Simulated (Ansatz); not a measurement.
`[OH][GeH2][SiH2][SiH3]` + H₂ → `[OH][GeH3]` + `[SiH3][SiH3]` at 298.15 K and 1 bar (hydrogenolysis of a Ge–Si bond).

Computed with Ansatz on PBE0-D4/def2-TZVP structures; ΔE is electronic, products minus reactants. CCSD(T)/CBS is the MP2 limit (def2-TZVPP, def2-QZVPP) plus CCSD(T) − MP2 in def2-TZVPP, frozen cores. This one scheme is used for every species. For Ge outer-core shells are correlated without core-valence functions, which leaves a few kJ/mol of doubt a bond. Scalar relativity is left out up to krypton. Each species was taken in one conformer, which may not be the lowest.

```json
{"species": "`[OH][GeH2][SiH2][SiH3]`", "CCSD(T)/CBS energy (Eh)": "-2734.26561", "H − E (kJ/mol)": "213.5", "S (J/(mol·K))": "401.0"}
{"species": "H₂", "CCSD(T)/CBS energy (Eh)": "-1.17544", "H − E (kJ/mol)": "35.1", "S (J/(mol·K))": "130.4"}
{"species": "`[OH][GeH3]`", "CCSD(T)/CBS energy (Eh)": "-2153.69723", "H − E (kJ/mol)": "109.3", "S (J/(mol·K))": "272.0"}
{"species": "`[SiH3][SiH3]`", "CCSD(T)/CBS energy (Eh)": "-581.74359", "H − E (kJ/mol)": "143.7", "S (J/(mol·K))": "274.2"}
```

H − E and S are ideal-gas, rigid-rotor, harmonic terms from PBE0-D4/def2-TZVP, for one conformer and one mirror image of each species. The MP2-based limit puts H₂ 0.8 mEh under its directly extrapolated value; such offsets cancel only in part. 1 Eh = 2625.50 kJ/mol, R = 8.31446 J/(mol·K).

Q: By hand: ΔE, ΔH, ΔS and ΔG.

A: ΔE = (-2153.69723) + (-581.74359) − (-2734.26561) − (-1.17544) = 0.00023 Eh = 0.6 kJ/mol. Δ(H − E) = 109.3 + 143.7 − 213.5 − 35.1 = 4.4, so ΔH = 5.0 kJ/mol. ΔS = 272.0 + 274.2 − 401.0 − 130.4 = 14.8 J/(mol·K). ΔG = 5.0 − 298.15 × (14.8)/1000 = 0.6 kJ/mol.

Q: By hand: the equilibrium constant, and the temperature at which ΔG would vanish if ΔH and ΔS stayed fixed.

A: log₁₀ K = −ΔG/(RT ln 10) = -0.1. ΔG = 0 at ΔH/ΔS = 338 K, though so small a ΔH makes that figure unsure.

TΔS isn't small against ΔH here. The sign of ΔG lies within the doubt. A doubt of 5 kJ/mol in ΔE shifts log₁₀ K by 0.9 here. Other conformers and mirror images would add mixing entropy, several J/(mol·K) or more a flexible species. Modes under 60 cm⁻¹, often nearly free rotors, make the harmonic entropy too high. These are equilibria of isolated gas molecules and say nothing of rates. Largest T1 diagnostic: 0.013 (customary marks: 0.02 for closed shells, 0.045 for open ones).
